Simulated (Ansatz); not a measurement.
Z-matrix (Å, degrees):
```
Hf
Cl 1 2.335
Cl 1 2.338 2 114.1
N 1 1.995 2 106.7 3 118.4
Cl 1 2.343 2 110.4 3 -123.2
H 4 1.011 1 125.7 2 -160.4
H 4 1.011 1 125.1 2 20.8
```

The species carries charge 0 and has multiplicity 1. Hf takes the def2 core potential.

(1) List the CAM-B3LYP/def2-TZVPP orbital energies in eV (Ansatz 0.2.0). (An estimate is asked.)

Results:

(1) The calculation gave: Occupied: -2764.47, -2764.39, -2764.22, -391.61, -259.26, -259.18, -259.01, -198.24, -198.20, -198.20, -198.16, -198.13, -198.12, -197.99, -197.96, -197.95, -71.09, -39.46, -39.38, -39.35, -25.32, -24.44, -24.19, -24.04, -15.74, -13.30, -12.49, -12.02, -11.96, -11.57, -11.50, -11.22, -11.02, -10.98, -10.60, -9.73. Lowest empty: -0.48, -0.21, 0.03, 0.38, 0.58, 0.81, 2.24, 2.95.
